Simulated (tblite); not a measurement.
Run record: tight-binding relaxation, `C=CC[C@H]([O])CC` [radical].

Computed with GFN2-xTB geometry optimisation, gas phase (tblite 0.8.0). Start geometry: from a force field or distance geometry. A driver script takes a list of jobs; this job's settings line and coordinates (Å) are shown.

Command:
```bash
OMP_NUM_THREADS=1 python probes_run.py task.json out
```

Input:
```
{"job": {"kind": "relax", "xc": "GFN2-xTB", "basis": "xTB"}, "charge": 0, "multiplicity": 2}
C     -2.771400     0.365000    -0.061700
C     -1.852900    -0.346600     0.567900
C     -0.670500     0.238300     1.336200
C      0.704200    -0.263100     0.818100
O      1.622300     0.209200     1.661900
C      0.991800     0.283200    -0.599300
C      2.238500    -0.324400    -1.249800
H     -2.726900     1.456300    -0.068900
H     -3.586200    -0.122000    -0.587500
H     -1.908000    -1.437100     0.578400
H     -0.726800     1.338400     1.290200
H     -0.820700    -0.037500     2.390500
H      0.600200    -1.359300     0.720800
H      1.102100     1.377600    -0.590000
H      0.144800     0.071200    -1.253700
H      2.343100     0.046200    -2.257600
H      3.151000    -0.065100    -0.696600
H      2.156800    -1.424000    -1.290500
```

Question: Give the output.

Answer: 
```
step      E/eV     max force
  0    -609.33301    2.067
  1    -609.43592    0.842
  2    -609.47073    0.530
  3    -609.48611    0.386
  4    -609.49980    0.371
  5    -609.51155    0.225
  6    -609.51589    0.162
  7    -609.51976    0.129
  8    -609.52234    0.131
  9    -609.52489    0.138
... (57 lines left out)
 67    -609.54478    0.018
 68    -609.54486    0.022
 69    -609.54493    0.027
 70    -609.54500    0.027
 71    -609.54507    0.022
 72    -609.54516    0.025
 73    -609.54527    0.025
 74    -609.54535    0.025
 75    -609.54539    0.018
 76    -609.54541    0.010
```

«max force» is the largest atomic force in eV/Å.

Question: From which step on does the largest force stay under 0.1 eV/Å, and how much energy is left to gain from there?

Answer: From step 10 (0.079 eV/Å), 19.2 meV above the end.

Main results: energy lowered by 4.9 kcal/mol over 76 steps; largest atomic force 0.010 eV/Å at the end.

On one thread, Arm Neoverse N1 (aarch64), no GPU, shared host with 64 logical CPUs at a one-minute load of 29, this took 0.69 s.
Labels such as C1 count atoms from 1, the log's own numbers from 0.
